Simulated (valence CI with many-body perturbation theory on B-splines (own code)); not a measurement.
# Forbidden lines of Ru XL

Calculated by configuration interaction combined with many-body perturbation theory (CI+MBPT): three valence electrons over a frozen Dirac-Fock core [He], a basis of 11 s, 11 p, 9 d, 7 f, 5 g, 2 h, 1 i functions for each j, with the one-electron correlation potential Σ1 (screened to all orders), the two-electron term Σ2, the three-electron term Σ3, Breit, model QED; selected single and double excitations, second order for the rest (own B-spline code, finite nucleus).

The last digits are not significant, and no measured levels were compared; by estimate large intervals hold to a few tenths of a per cent, small ones and those within an open d or f shell to about a per cent.

Lines 1 to 21 of 21 in falling wavelength, among levels below 3795.8 eV, chosen from the decays that carry over 1 % of a level's rate. Wavelengths and rates use the calculated energies. Electric multipoles are in the length gauge, E1 and E2 with the static RPA response of the core. Weak lines are less certain than strong ones. Lines between different terms over intervals too small for the method are left out, as are lines whose strength nearly cancels. The highest levels of a list are the least certain.

Levels are named by their leading jj configuration (3d3/2^4 stands for four electrons in 3d with j = 3/2), which in mixed levels can hold well under half, so a name can repeat and another be missing. Letters in brackets count levels of one name in rising energy.

| λ vac (Å) | Upper | Lower | Type | A (s⁻¹) | Branch % |
| --- | --- | --- | --- | --- | --- |
| 110.9 | (2s 2p1/2 2p3/2) J=3/2 [a] | (2s 2p1/2^2) J=1/2 | M1 | 1.13e+07 | 2.0 |
| 84.71 | (2s^2 2p3/2) J=3/2 | (2s^2 2p1/2) J=1/2 | M1 | 1.46e+07 | 86.1 |
| 3.951 | (2s 2p3/2 3p3/2) J=7/2 | (2s 2p3/2^2) J=3/2 | E2 | 1.83e+09 | 1.3 |
| 3.900 | (2s^2 3p1/2) J=1/2 | (2s^2 2p3/2) J=3/2 | E2 | 1.21e+11 | 9.1 |
| 3.878 | (2s 2p3/2 3p3/2) J=7/2 | (2s 2p3/2^2) J=5/2 | E2 | 3.16e+10 | 22.2 |
| 3.859 | (2s 2p1/2 3p3/2) J=5/2 | (2s 2p1/2 2p3/2) J=5/2 | E2 | 3.43e+10 | 1.2 |
| 3.828 | (2s 2p3/2 3d5/2) J=9/2 | (2s 2p3/2^2) J=5/2 | M2 | 1.21e+09 | 34.9 |
| 3.828 | (2s 2p3/2 3d5/2) J=9/2 | (2s 2p3/2^2) J=5/2 | E3 | 4.85e+07 | 1.4 |
| 3.715 | (2s 2p3/2 3p3/2) J=7/2 | (2s 2p1/2 2p3/2) J=5/2 | E2 | 4.04e+10 | 28.3 |
| 3.702 | (2s 2p1/2 3p3/2) J=5/2 | (2s 2p1/2^2) J=1/2 | E2 | 6.61e+10 | 2.4 |
| 3.688 | (2s 2p3/2 3p3/2) J=7/2 | (2s 2p1/2 2p3/2) J=3/2 [a] | E2 | 4.92e+10 | 34.5 |
| 3.669 | (2s 2p3/2 3d5/2) J=9/2 | (2s 2p1/2 2p3/2) J=5/2 | M2 | 1.43e+08 | 4.1 |
| 3.669 | (2s 2p3/2 3d5/2) J=9/2 | (2s 2p1/2 2p3/2) J=5/2 | E3 | 6.42e+07 | 1.9 |
| 3.642 | (2s 2p3/2 3d5/2) J=9/2 | (2s 2p1/2 2p3/2) J=3/2 [a] | E3 | 9.64e+07 | 2.8 |
| 3.564 | (2p1/2 2p3/2 3d5/2) J=7/2 [b] | (2s 2p1/2 2p3/2) J=3/2 [b] | E2 | 7.24e+10 | 3.9 |
| 3.526 | (2p1/2 2p3/2 3d5/2) J=7/2 [a] | (2s 2p1/2 2p3/2) J=5/2 | E2 | 5.31e+10 | 1.2 |
| 3.523 | (2p1/2 2p3/2 3d5/2) J=7/2 [b] | (2s 2p1/2 2p3/2) J=5/2 | E2 | 1.55e+11 | 8.5 |
| 3.512 | (2p1/2 2p3/2 3d5/2) J=9/2 | (2s 2p1/2 2p3/2) J=5/2 | E2 | 3.20e+11 | 80.2 |
| 3.508 | (2p1/2 2p3/2 3d3/2) J=1/2 [a] | (2s 2p1/2 2p3/2) J=3/2 [a] | E2 | 2.82e+11 | 1.1 |
| 3.502 | (2p1/2 2p3/2 3d5/2) J=7/2 [a] | (2s 2p1/2 2p3/2) J=3/2 [a] | E2 | 2.50e+11 | 5.8 |
| 3.498 | (2p1/2 2p3/2 3d5/2) J=7/2 [b] | (2s 2p1/2 2p3/2) J=3/2 [a] | E2 | 6.65e+10 | 3.6 |
